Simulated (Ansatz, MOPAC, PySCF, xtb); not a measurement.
Noncovalent pair: C2H4 (SMILES C=C) (first 6 atoms) with HBr (SMILES Br); geometry from B3LYP-D3(BJ)/def2-TZVP, rigid monomers moved along the line of their centres of mass till C2···H8 is 2.21 Å.
(charge 0, multiplicity 1):
```xyz
8

C     -0.1451    -0.5912     0.3237
C      0.1386     0.6887     0.1154
H      0.6302    -1.3467     0.3618
H     -1.1637    -0.9331     0.4615
H     -0.6367     1.4440     0.0745
H      1.1569     1.0305    -0.0252
Br     0.3047     0.5565     3.7170
H      0.1798     0.3497     2.3009
```

Monomers are frozen at their geometry in the pair; levels with a basis set take the counterpoise correction.

The state that PM7 reach isn't checked; PM7 holds dispersion and hydrogen-bond terms.

Programs: Ansatz (an electronic-structure program) with Gaussian orbitals; MOPAC for PM7 (differences of heats of formation); PySCF for the dispersion terms; xtb for the GFN methods. Each number belongs to the level named beside it.

Task: One of these levels gives -32.4 meV for the interaction energy. Name it.
A) PBE0-D3(BJ)/def2-TZVPPD
B) GFN-FF
C) PM7
D) B3LYP-D3(BJ)/def2-TZVPPD

Result: B, GFN-FF. The others give -78.9 (PM7), -118.5 (B3LYP-D3(BJ)/def2-TZVPPD), -140.6 (PBE0-D3(BJ)/def2-TZVPPD)
